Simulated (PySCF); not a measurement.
Compound: C5H9NO.
Cartesian coordinates in Å at the PBE0-D3(BJ)/def2-SVP level; atoms count from 1:
```xyz
16
C5H9NO angstrom
C     -0.4420    0.9544    1.4771
C     -0.1418    0.3229    0.3345
C      1.2213    0.3862   -0.2972
C      2.0929   -0.8169    0.0586
C     -1.1289   -0.5823   -0.3514
N     -2.4458   -0.3383   -0.1093
O     -0.7608   -1.4876   -1.0769
H      0.2939    1.5902    1.9780
H     -1.4082    0.8345    1.9745
H      1.7156    1.3167    0.0247
H      1.1079    0.4363   -1.3919
H      1.6132   -1.7455   -0.2787
H      2.2485   -0.8795    1.1469
H      3.0797   -0.7393   -0.4230
H     -2.7573    0.5327    0.2926
H     -3.1172   -0.9139   -0.6003
```

Level: PBE0/def2-SVPD in PySCF, non-relativistic, on one gas-phase PBE0-D3(BJ)/def2-SVP geometry that isn't relaxed in the solvent. The solvent is an IEF-PCM continuum (cavity from Bondi-type radii × 1.2). Specific hydrogen bonds and non-electrostatic terms are outside this model.

Gas phase at PBE0/def2-SVPD: HOMO -7.45 eV, LUMO -1.11 eV, dipole 3.44 D.

Problem. What does the continuum do to the energy, the frontier levels and the dipole at PBE0/def2-SVPD in chloroform and dichloromethane?

Solution. 
| solvent | ε | E(solvent) − E(gas) (kcal/mol) | polarisation term (kcal/mol) | distortion of the solute (kcal/mol) | HOMO (eV) | LUMO (eV) | dipole (D) |
| --- | --- | --- | --- | --- | --- | --- | --- |
| chloroform | 4.711 | -5.94 | -6.91 | 0.97 | -7.55 | -1.05 | 4.43 |
| dichloromethane | 8.93 | -7.16 | -8.59 | 1.43 | -7.58 | -1.04 | 4.66 |

The polarisation term is half the interaction of the solute with the surface charges that it induces; the rest is the cost of distorting the solute's density. The sum is the electrostatic part of solvation alone. From chloroform to dichloromethane the lowering changes by a factor 1.20, Onsager's factor (ε − 1)/(2ε + 1) by 1.18 and ε itself by 1.9.

Problem. Which radius a makes the point-dipole formula ΔE = −[(ε − 1)/(2ε + 1)]·μ²/a³ give the value in dichloromethane, with the gas-phase dipole?

Solution. μ = 1.353 au and |ΔE| = 0.01140 Eh give a = 2.15 Å; the farthest nucleus lies 3.39 Å from the centroid of the nuclei, so such a sphere wouldn't even hold the nuclei. The formula assumes a rigid point dipole at the centre of a sphere.

Problem. Give the dipole vector in the frame of the coordinates (D, pointing from negative to positive charge), gas and dichloromethane.

Solution. Gas (-1.62, 2.58, 1.60), solvent (-2.14, 3.49, 2.23). Its length changes by +36 % and its direction by less than 1°.

Problem. How does the static polarisability (PBE0/def2-SVPD, frozen core, with the continuum's full static response) change?

Solution. 
```json
{"medium": "gas", "isotropic (au)": "73.6", "principal values (au)": "55.2, 78.3, 87.3", "⟨r²⟩ of the electrons (bohr²)": "824.4"}
{"medium": "chloroform", "isotropic (au)": "91.3", "principal values (au)": "68.5, 94.7, 110.5", "⟨r²⟩ of the electrons (bohr²)": "823.3"}
{"medium": "dichloromethane", "isotropic (au)": "95.5", "principal values (au)": "72.2, 98.2, 116.0", "⟨r²⟩ of the electrons (bohr²)": "823.1"}
```

The isotropic value in dichloromethane is 1.30 times the gas-phase one; no cavity-field correction is applied. ⟨r²⟩ is taken about the centre of nuclear charge.
